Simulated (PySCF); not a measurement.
## C₆ coefficients of unlike pairs at PBE0

Calculated with PySCF 2.14 from the dipole response of each species, C₆(A,B) = (3/π) ∫ α_A(iu) α_B(iu) du, in atomic units, from isotropic polarisabilities. For ions this is the dispersion term alone; charge-induced terms of lower order in 1/R come first.

```json
{"species": "Ne³⁺", "configuration": "[He] 2s2 2p3 (4S)", "basis": "aug-cc-pVQZ-DK (6s5p4d3f2g)", "relativity": "spin-free X2C", "α (bohr³)": "0.6885", "C₆ (like pair)": "0.6057"}
{"species": "Kr⁺", "configuration": "[Ar] 3d10 4s2 4p5 (2P)", "basis": "aug-cc-pVQZ-DK (8s7p5d3f2g)", "relativity": "spin-free X2C", "α (bohr³)": "10.76", "C₆ (like pair)": "65.88"}
{"species": "Ag²⁺", "configuration": "[Kr] 4d9 (2D)", "basis": "x2c-QZVPPall with one added diffuse shell each of s, p, d, f, g type (14s9p8d5f3g)", "relativity": "spin-free X2C", "α (bohr³)": "5.959", "C₆ (like pair)": "30.88"}
{"species": "Tl²⁺", "configuration": "[Xe] 4f14 5d10 6s1 (2S)", "basis": "aug-cc-pwCVTZ-DK3 (11s10p8d5f1g)", "relativity": "spin-free X2C", "α (bohr³)": "12.48", "C₆ (like pair)": "79.13"}
```

Estimate C₆ for Ag²⁺ with Kr⁺.

The integral gives 43.75. The combination rule 2 C_A C_B / (C_A α_B/α_A + C_B α_A/α_B) gives 44.11 and the geometric mean 45.10.

No spin-orbit coupling is included.

The other pairs:

| pair | C₆ |
| --- | --- |
| Tl²⁺, Ne³⁺ | 6.514 |
| Ag²⁺, Ne³⁺ | 4.242 |
| Tl²⁺, Kr⁺ | 71.68 |
| Kr⁺, Ne³⁺ | 5.741 |
| Tl²⁺, Ag²⁺ | 48.64 |
